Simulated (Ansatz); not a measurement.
Zn₁₃H₃₀S₁₃, 56 atoms. Hardware: 11 threads of AMD EPYC 7R13 on a shared host and a whole NVIDIA H100 80GB HBM3.

Single mean-field runs in def2-SVP, def2-TZVP are fitted with def2-universal-jkfit.

(1) How many basis functions does each of these Ansatz runs have, and roughly what does it cost? PBE-D4/def2-TZVP, charge 0 triplet at the geometry of the charge 0 singlet, energy, from earlier orbitals; r2SCAN-D4/def2-TZVP, charge 0 singlet, energy and forces, from earlier orbitals; PBE0-D4/def2-TZVP, charge 0 singlet, energy, from earlier orbitals; PBE0-D4/def2-TZVP, charge -1 doublet at the geometry of the charge 0 singlet, energy; PBE-D4/def2-SVP, charge 0 singlet, relaxation, 28 steps; PBE-D4/def2-TZVP, charge -1 doublet at the geometry of the charge 0 singlet, energy, from earlier orbitals; PBE-D4/def2-SVP, charge 0 singlet, energy, from earlier orbitals; PBE-D4/def2-TZVP, charge 1 doublet at the geometry of the charge 0 singlet, energy, from earlier orbitals; PBE0-D4/def2-TZVP, charge 1 doublet at the geometry of the charge 0 singlet, energy; PBE0-D4/def2-TZVP, charge 0 triplet at the geometry of the charge 0 singlet, energy; PBE-D4/def2-TZVP, charge 0 singlet, energy and forces, from earlier orbitals; PBE0-D4/def2-SVP, charge 0 singlet, energy, from earlier orbitals.

Answers

(1) Other jobs shared the machine, so times can vary by a factor of up to 3.

```tsv
run	functions	fitting or Cholesky vectors	wall time	peak host memory (GiB)
PBE-D4/def2-SVP, charge 0 singlet, energy, from earlier orbitals	787	5636	8.5 s	1.4
PBE0-D4/def2-SVP, charge 0 singlet, energy, from earlier orbitals	787	5636	8.5 s	1.4
PBE-D4/def2-TZVP, charge 0 singlet, energy and forces, from earlier orbitals	1285	5636	11 s	1.7
r2SCAN-D4/def2-TZVP, charge 0 singlet, energy and forces, from earlier orbitals	1285	5636	14 s	1.8
PBE0-D4/def2-TZVP, charge 0 singlet, energy, from earlier orbitals	1285	5636	15 s	1.6
PBE-D4/def2-TZVP, charge -1 doublet at the geometry of the charge 0 singlet, energy, from earlier orbitals	1285	5636	16 s	2.3
PBE-D4/def2-TZVP, charge 1 doublet at the geometry of the charge 0 singlet, energy, from earlier orbitals	1285	5636	22 s	2.3
PBE-D4/def2-TZVP, charge 0 triplet at the geometry of the charge 0 singlet, energy, from earlier orbitals	1285	5636	28 s	2.4
PBE0-D4/def2-TZVP, charge -1 doublet at the geometry of the charge 0 singlet, energy	1285	5636	33 s	2.5
PBE0-D4/def2-TZVP, charge 1 doublet at the geometry of the charge 0 singlet, energy	1285	5636	78 s	2.5
PBE0-D4/def2-TZVP, charge 0 triplet at the geometry of the charge 0 singlet, energy	1285	5636	1.8 min	2.4
PBE-D4/def2-SVP, charge 0 singlet, relaxation, 28 steps	787	5636	2.1 min	1.6
```
